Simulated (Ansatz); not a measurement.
[Te4]2- (Te₄²⁻): single points at one geometry.

```yaml
crystal:
  periodic: [false, false, false]
  atoms:
    - {symbol: Te, position_ang: [-0.827800, 1.434066, -2.917395]}
    - {symbol: Te, position_ang: [-0.481031, 1.543004, -0.148232]}
    - {symbol: Te, position_ang: [-0.586763, -0.963658, 1.166648]}
    - {symbol: Te, position_ang: [1.895593, -2.013412, 1.898979]}
basis:
  gaussian: {orbitals: def2-TZVPD, initial_orbitals: start.molden}
total_charge: -2
hamiltonian: {xc: {name: r2SCAN0}, dispersion: d4}
scf: {omitted_lower_state_checks: [starts]}
output: {orbitals: {seedname: orbitals}}
```

The file start.molden holds the orbitals of an earlier run on this structure, at another level or in another basis.

```sh
$ ansatz run in.yaml --threads 4 --pin off --events-out ev --progress --plain --max-ram 3916MiB
```

Shortened log:

```
Functional definition: r2SCAN0
  name "r2SCAN0"
  cite "Bursch, Neugebauer, Ehlert & Grimme, J. Chem. Phys. 156, 134105 (2022) doi:10.1063/5.0086040"
  cite "Furness, Kaplan, Ning, Perdew & Sun, J. Phys. Chem. Lett. 11, 8208 (2020) doi:10.1021/acs.jpclett.0c02405"
  cite "Furness, Kaplan, Ning, Perdew & Sun, J. Phys. Chem. Lett. 11, 9248 (2020) doi:10.1021/acs.jpclett.0c03077"
  parent r2scan
  parameter a = 0.25
  parameter k0 = 0.174
  parameter k1 = 0.065
  parameter a1 = 4.9479
  exchange = (1 - a)*r2scan_x(k0 = k0, k1 = k1, a1 = a1) + a*exact_x
  correlation = r2scan_c
these checks for a lower state are left out or cut short: starts
1908 factors; their error is unknown
mean field evaluation 1: about -29185.0541 eV, gradient 3.9e0 eV
mean field evaluation 2: about -29185.0726 eV, gradient 3.4e-2 eV
mean field evaluation 4: about -29185.7083 eV, gradient 7.8e-4 eV
mean field -29185.70830231 eV, -1072.5549973264 hartree, gradient 2.3e-5 eV, S^2 0.000000; 0 other end points of the search recorded, 0 dependent functions left out
reference -29185.70831802 eV, -1072.5549979036 hartree; 49, 49 occupied and 187, 187 virtual orbitals, 1908 factors
Total energy: -29185.78279763 eV, -1072.5577349789 hartree
Checks for a lower state left out: starts
```

Run time 11 s (4 threads of Arm Neoverse V1 on a shared host), peak host memory 1 GiB.

Geometry: B3LYP-D4/def2-SVPD.

In the def2 sets Te takes a core potential; there is no spin–orbit coupling. A multiply charged anion in the gas phase is held together partly by the finite basis. The highest occupied level of the charge -2 singlet lies above zero (up to 1.82 eV). The electron is either unbound and held by the finite basis, or the level is raised by self-interaction error.
